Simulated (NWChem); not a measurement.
Molecule: ZrNH$_{3}$OCl$_{2}$; SMILES [NH2][Zr]([OH])([Cl])[Cl]

```xyz
8

Zr    -0.2681     0.0001     0.0252
Cl     1.1139    -1.9269     0.0246
Cl     1.1106     1.9297     0.0274
O     -1.5128    -0.0022     1.4536
H     -1.9786    -0.0454     2.2896
N     -1.3747     0.0011    -1.6456
H     -2.3913     0.0000    -1.6991
H     -0.9976     0.0045    -2.5926
```
Atoms are numbered in this order, from 1.

Results from NWChem. Geometry: optimised at PBE0/def2-SVP. No frequency run checked for a minimum. def2 effective core potentials on Zr; no spin-orbit coupling.

Task: Taking PBE0/def2-TZVPP as the yardstick, which of these has the fewest basis functions while keeping “highest occupied level (eV)” within 0.05 eV of it: PBE0/def2-TZVPD; PBE0/def2-SVP; PBE0/def2-SVPD; PBE0/def2-TZVP?

Result: PBE0/def2-TZVP.
```tsv
level	basis functions	highest occupied level (eV)	relative time (rough)
PBE0/def2-SVP	110	-7.84	1
PBE0/def2-SVPD	155	-8.08	2
PBE0/def2-TZVP	194	-7.98	2
PBE0/def2-TZVPD	236	-8.02	7
PBE0/def2-TZVPP	244	-7.97	6
```

The yardstick is one finite set, not the basis-set limit.
